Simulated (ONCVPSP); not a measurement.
**Before and after: ONCV potential for titanium**

ONCVPSP 4.0.1 input, shortened (lines: element, Z, core and valence counts, functional; n l f; lmax; l rc ep ncon nbas qcut; lloc lpopt rc5 dvloc0; l nproj debl; icmod fcfact rcfact), PBE, scalar-relativistic:

```
  Ti 22.00    3    4        4      upf
    1    0    2.00
    2    0    2.00
    2    1    6.00
    3    0    2.00
    3    1    6.00
    3    2    2.00
    4    0    2.00
    2
    0    1.95    0.00    4    7    6.80
    1    1.70    0.00    5   10    8.70
    2    2.45    0.00    4    9    6.80
    4    3    1.55    3.00
    0    3    0.70
    1    2    0.50
    2    1    3.50
    0    0.00    0.00
```

In the p channel the program set the typed energies aside and used -1.428, 0.250 Ha.

Change: s: rc 2.66.

Cutoffs: the cutoffs (Ha) at which the residual kinetic energy of the hardest occupied pseudo-wave falls to 1 and 0.1 mHa per electron; they do not see the model core or the augmentation charge, which bear on the density cutoff. Errors are all-electron minus pseudo energies relative to the spin-unpolarised reference configuration.

**Question.** How do hardness, ghosts and transferability respond?

**Answer.** The potential gets neither clearly harder nor softer (20 Ha and 25 Ha → 20 Ha and 25 Ha); the p channel sets the loose cutoff, while the largest relative change is in s, which becomes harder; the errors of the 4 common tests hardly move; neither file shows a bound ghost.

| quantity | base | changed |
| --- | --- | --- |
| cutoff, loose | 20 Ha | 20 Ha |
| cutoff, tight | 25 Ha | 25 Ha |
| loose cutoff by channel | s 7.5 Ha, p 20 Ha, d 17 Ha | s 8.8 Ha, p 20 Ha, d 17 Ha |
| bound ghosts | none | none |
| GHOST(+) flags under 300 eV | none | none |
| error for 3s2 3p6 3d2 4s1, meV [ΔE 7.35 eV] | -0.5 | -0.7 |
| error for 3s2 3p6 3d2 4s0, meV [ΔE 20.92 eV] | -10 | -11 |
| error for 3s2 3p6 3d1 4s0, meV [ΔE 47.87 eV] | +182 | +181 |
| error for 3s2 3p6 3d1 4s2 4p1, meV [ΔE 4.67 eV] | +194 | +195 |
| p: phases at 1.73 bohr within 0.05 rad from the reference energy up to (Ha; the scan ends near 5) | to the end of the scan | to the end of the scan |
| d: phases at 2.49 bohr within 0.05 rad from the reference energy up to (Ha; the scan ends near 5) | 0.3 | 0.3 |
